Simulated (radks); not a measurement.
The numbers below are computed, except where a source is named.
Excited configurations of Ce: one electron is placed in a higher orbital outside [Xe] 4f1 5d2. The ground configuration is [Xe] 4f1 5d1 6s2. Code: a radial shooting solver on a logarithmic mesh with Libxc functionals. Model: Dirac Kohn-Sham, PBE, spin-unpolarised, spherical densities, finite nucleus; open shells are shared between the two j in proportion to 2j + 1; Fermi nuclear charge, rms radius 4.8771 fm. Excitation = E - E(ground); binding = E(ion) - E, where the ion is the core of charge +1; n* = 1/sqrt(2 binding) in atomic units, and the quantum defect is n - n*. Eigenvalue and <r> are those of j = l + 1/2.

outer orbital,excitation (eV),binding (eV),n*,quantum defect,eigenvalue (eV),<r> (bohr)
5f,5.316,0.924,3.838,1.162,-0.430,16.97
6s,0.895,5.346,1.595,4.405,-3.196,4.543
6p,3.077,3.163,2.074,3.926,-1.544,6.282
6d,4.779,1.461,3.052,2.948,-0.716,11.81
6f,5.595,0.645,4.593,1.407,-0.367,28.65
7s,4.223,2.017,2.597,4.403,-1.208,10.79
7p,4.729,1.511,3.001,3.999,-0.873,13.74
7d,5.330,0.910,3.867,3.133,-0.523,21.73
7f,5.770,0.470,5.381,1.619,-0.288,42.79

The Delta-SCF ionisation energy is 6.240 eV (NIST Atomic Spectra Database: 5.539 eV, measured). Self-interaction in the functional shifts the binding energies and quantum defects, so they are the method's values and not measured ones. Spin polarisation and multiplet splitting are left out, so open shells lie too high by an amount that depends on their filling. Sharing an open shell by 2j + 1 raises it above the true ground level by a part of the spin-orbit splitting, which enters the differences from NIST.

Beside tabulated values, note that spin-unpolarised runs miss the spin-polarisation part of the exchange energy of open shells.
